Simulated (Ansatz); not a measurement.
`F[CH2][Al]([SiH3])[SiH3]`. Charge 0, multiplicity 1. Geometry: relaxed with PBE0-D4/def2-TZVP. It is one conformer, not always the lowest.

```xyz
13

F     0.391   -0.570    2.842
C     0.357   -1.278    1.636
Al    0.022   -0.086    0.083
Si   -0.268    2.317    0.501
Si   -0.080   -1.106   -2.155
H     1.310   -1.815    1.537
H    -0.416   -2.054    1.726
H    -1.439    2.555    1.392
H     0.935    2.884    1.175
H    -0.491    3.090   -0.754
H    -1.404   -0.842   -2.790
H     0.958   -0.513   -3.048
H     0.127   -2.582   -2.147
```

**Question.** What is the dipole moment at PBE/def2-TZVPP? (Best estimate.)

**Answer.** Computed: 1.23 D, with components (0.04, -0.93, -0.81) D in this frame, pointing from negative to positive charge.

**Question.** And with r2SCAN, B3LYP, ωB97M-V? (An estimate is asked.)

**Answer.** The calculation gave: r2SCAN 1.32 D, B3LYP 1.39 D, ωB97M-V 1.38 D.

**Question.** Give the Mulliken charges with PBE, r2SCAN, ωB97M-V in def2-TZVPP. (Best estimate.)

**Answer.** The calculation gave: 
| atom | PBE | r2SCAN | ωB97M-V |
| --- | --- | --- | --- |
| F1 | -0.22 | -0.25 | -0.25 |
| C2 | -0.08 | -0.04 | -0.15 |
| Al3 | 0.42 | 0.53 | 0.43 |
| Si4 | -0.02 | 0.02 | -0.06 |
| Si5 | -0.03 | 0.01 | -0.07 |
| H6 | 0.09 | 0.05 | 0.10 |
| H7 | 0.09 | 0.05 | 0.10 |
| H8 | -0.04 | -0.06 | -0.02 |
| H9 | -0.04 | -0.06 | -0.02 |
| H10 | -0.04 | -0.06 | -0.02 |
| H11 | -0.04 | -0.06 | -0.02 |
| H12 | -0.04 | -0.06 | -0.02 |
| H13 | -0.04 | -0.06 | -0.02 |

B3LYP here is the variant with VWN-RPA as its local correlation; programs differ in this.
